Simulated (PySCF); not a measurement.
(FAlO)3 ring, Al3F3O3.
Structure used (PBE0-D3(BJ)/def2-SVP), in Å, numbered top down from 1:
```xyz
9
Al3F3O3 angstrom
Al     0.5576   -0.5760    1.5491
F      1.0748   -1.1617    3.0014
O     -1.0920   -0.3950    1.1718
Al    -1.6903    0.1499   -0.3251
F     -3.3043    0.2560   -0.6474
O     -0.5032    0.5615   -1.4720
Al     1.1745    0.4290   -1.2229
F      2.2742    0.7960   -2.3959
O      1.6413   -0.1291    0.3154
```

Jobs on this species (9 atoms, 90 electrons) with PySCF (density fitting). Hardware of each: Arm Neoverse V2, one thread, shared host. The host was shared with other jobs, so the times are rough. Peak memory is the resident size of the whole Python process, interpreter and libraries included.

```csv
level and settings,work,basis functions,SCF cycles,wall time,peak memory
"PBE0-D3(BJ)/def2-SVP, grid level 1",geometry optimisation from a GFN2-xTB start shaken at random,138,?,?,?
PBE0/pcSseg-1 (pcSseg-2 on Al),"shieldings, ring-centre shieldings, charges and field gradients, density and orbital grids written",231,?,?,?
PBE/pcSseg-1 (pcSseg-2 on Al),"shieldings, ring-centre shieldings",231,?,?,?
"delta-SCF UKS SCAN, pcX-2 on the ionised atom, pcseg-1 elsewhere, spin-free X2C","ΔSCF core ionisation, 4 holes",180,60,20 s,0.54 GiB
CAM-B3LYP/def2-SVPD,"15 singlets by full TDDFT, 4 Tamm–Dancoff triplets, polarisability, density and orbital grids written",210,13,50 s,0.99 GiB
B3LYP/pcSseg-1 (pcSseg-2 on Al),"shieldings, ring-centre shieldings",231,13,25 s,1.1 GiB
```

Fill in the missing figures.

- PBE0-D3(BJ)/def2-SVP, grid level 1; geometry optimisation from a GFN2-xTB start shaken at random: 51 s, 0.52 GiB, 47 SCF cycles
- PBE0/pcSseg-1 (pcSseg-2 on Al); shieldings, ring-centre shieldings, charges and field gradients, density and orbital grids written: 30 s, 1.2 GiB, 12 SCF cycles
- PBE/pcSseg-1 (pcSseg-2 on Al); shieldings, ring-centre shieldings: 31 s, 1.0 GiB, 15 SCF cycles

What do all jobs in the table cost together?

About 3.5 min; the longest takes about 25 % of that, and about 2.5 times as long as the shortest.
